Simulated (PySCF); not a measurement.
Radial density of In+ (indium, charge +1)

UHF, [Kr] 4d10 5s2, closed-shell 1S. All numbers are calculated (PySCF 2.14, scalar relativity through the core potential, in cc-pVDZ-PP with ECP28MDF). This is the valence pseudo-density: the core potential removes the inner electrons and smooths the orbitals near the nucleus.

```csv
r (bohr),4πr²ρ (e/bohr)
0.0165,1.871e-05
0.0278,4.670e-05
0.0468,0.0001081
0.0787,0.0004292
0.132,0.004915
0.223,0.07857
0.375,1.657
0.630,15.72
1.06,17.26
1.78,3.894
3.00,0.7760
5.04,0.05634
8.48,0.0002890
```

Energies and moments cover only the electrons outside the core potential.
